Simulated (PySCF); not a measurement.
Mg+ (magnesium, charge +1): PBE0 calculation

Configuration: [Ne] 3s1, 2S determinant. All numbers are calculated (PySCF 2.14, scalar relativity by spin-free X2C-1e, in cc-pVTZ-DK).

- Total energy: -199.9989 hartree
- One-electron energy: -275.9573 hartree
- Hartree (Coulomb) energy: 92.1513 hartree
- Exchange-correlation energy: -16.1929 hartree
- ⟨S²⟩: 0.7500
- ⟨L²⟩: 0.000
- Sum of ⟨r⟩: 8.553 bohr
- Sum of ⟨r²⟩: 13.71 bohr²
- Langevin diamagnetic susceptibility: -10.9 ×10⁻⁶ cm³/mol
- Time after the integrals: 0.15 s of wall time on 1 thread of Neoverse-V2 (shared host)

```tsv
shell	electrons	mean orbital energy (hartree)	rms radius, mean of both spins (bohr)
1s α	1	-47.35814	0.151
1s β	1	-47.35423	0.151
2s α	1	-3.49464	0.760
2s β	1	-3.48582	0.760
2p α	3	-2.20296	0.776
2p β	3	-2.19680	0.776
3s α	1	-0.46782	2.98
```
